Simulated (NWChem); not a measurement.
# diphosphane (P2H4); SMILES PP

Results from NWChem. All runs use the structure optimised with B3LYP/6-31G* (spherical d). Ions are spin-unrestricted doublets at the neutral geometry; other ion states weren't tried.

For level PBE/def2-SVP:

- −ε(HOMO) (eV): 5.74

Q: Estimate the same quantities for level PBE0/def2-SVP.

A: 
- −ε(HOMO) (eV): 6.84
